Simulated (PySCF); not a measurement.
Identify the unknown among the candidates.

All candidates are C2H7ClOSi3.

* NMR, other nuclei: isotropic shieldings of nuclei other than C and H, by class: 281 (1 O), 376 (1 Si), 406 (1 Si), 448 (1 Si), 911 (1 Cl) ppm [GIAO PBE0/pcSseg-1]
* Triplet: lowest triplet excitation (Tamm–Dancoff): 4.64 eV [TDA B3LYP/def2-SVPD]
* 1H NMR: chemical shifts (computed TMS as zero) by class: 5.50 (2 H), 5.22 (2 H), 4.28 (3 H) ppm [GIAO PBE0/pcSseg-1]
* UV, first state: lowest singlet excitation: 5.45 eV (227 nm, f = 0.000) [TDDFT B3LYP/def2-SVPD]
* Polarisability: 115.6 au [B3LYP/def2-SVPD]
* UV, strongest line: among the 8 lowest singlet transitions: S5 at 7.04 eV (176 nm, f = 0.144) [TDDFT B3LYP/def2-SVPD]
* Dipole: 0.69 D [B3LYP/def2-SVPD]
* 13C NMR: chemical shifts (computed TMS as zero) by class: 118.9 (1 C), 114.6 (1 C) ppm [GIAO PBE0/pcSseg-1]
* Rotational structure: rotational constants A, B, C: 1.544, 0.633, 0.460 GHz [GFN2-xTB]

Gas-phase values; electronic properties from PySCF, density fitting. Levels stand in brackets. Isolated species at its GFN2-xTB geometry (one conformer only). NMR values are class means; diastereotopic atoms form classes of their own.

Problem. Which candidate is it?
A. `C#C[Si@H]([SiH3])O[SiH2]Cl`
B. `[SiH3]C#C[SiH2]O[SiH2]Cl`
C. `C#C[Si@]([SiH3])(Cl)O[SiH3]`

Solution. B. It is `[SiH3]C#C[SiH2]O[SiH2]Cl`. Numbering: `[SiH3:1][C:2]#[C:3][SiH2:4][O:5][SiH2:6][Cl:7]`. Its formula, C2H7ClOSi3, gives 2 degrees of unsaturation: 0 rings and 2 π bonds in the structure found. 2 carbons fall into 2 classes; from least to most shielded: alkyne carbon [C3] (118.9 ppm), alkyne carbon [C2] (114.6 ppm). Hydrogen classes from least to most shielded: 2 H on a chlorine-bound silicon, Si6 (5.50 ppm), 2 H on an oxygen-bound silicon, Si4 (5.22 ppm), 3 H on an SiH3 silicon, Si1 (4.28 ppm). The other shieldings belong to: 281 ppm, siloxane oxygen [O5]; 376 ppm, chlorine-bound silicon [Si6]; 406 ppm, oxygen-bound silicon [Si4]; 448 ppm, SiH3 silicon [Si1]; 911 ppm, silicon-bound chlorine [Cl7]. S1 is mainly HOMO→LUMO (weight 0.89); the largest Löwdin shares of the orbital it empties are 0.36 on an alkyne carbon, 0.35 on an alkyne carbon, 0.07 on the oxygen-bound silicon and 0.06 on the SiH3 silicon, of the orbital it fills 0.24 on an alkyne carbon, 0.23 on an alkyne carbon, 0.19 on the oxygen-bound silicon and 0.09 on the SiH3 silicon. The optimised geometry has point group C1 and is an asymmetric top.

The others, at the same levels:
- `C#C[Si@]([SiH3])(Cl)O[SiH3]` fails: its computed 13C shifts are 101.3 (1 C), 91.6 (1 C) ppm, 1H shifts are 5.17 (3 H), 3.47 (3 H), 2.17 (1 H) ppm and lowest singlet excitation is 5.82 eV (213 nm, f = 0.003) (against 5.45 eV).
- `C#C[Si@H]([SiH3])O[SiH2]Cl` fails: its computed 13C shifts are 105.6 (1 C), 90.1 (1 C) ppm, 1H shifts are 5.69 (1 H), 5.51 (1 H), 5.38 (1 H), 3.59 (3 H), 2.26 (1 H) ppm and lowest triplet excitation (Tamm–Dancoff) is 4.94 eV (against 4.64 eV).

Each candidate is one conformer, not necessarily the lowest. Dipoles, sizes and rotational constants follow the conformer. The torsions of the flexible species, by atom-mapped SMILES:
- `[SiH3:1][C:2]#[C:3][SiH2:4][O:5][SiH2:6][Cl:7]`: C3–Si4–O5–Si6 7°, Si4–O5–Si6–Cl7 -27°
- `[CH:1]#[C:2][Si@:3]([SiH3:4])([Cl:5])[O:6][SiH3:7]`: C2–Si3–O6–Si7 63°
- `[CH:1]#[C:2][Si@H:3]([SiH3:4])[O:5][SiH2:6][Cl:7]`: C2–Si3–O5–Si6 72°, Si3–O5–Si6–Cl7 37°
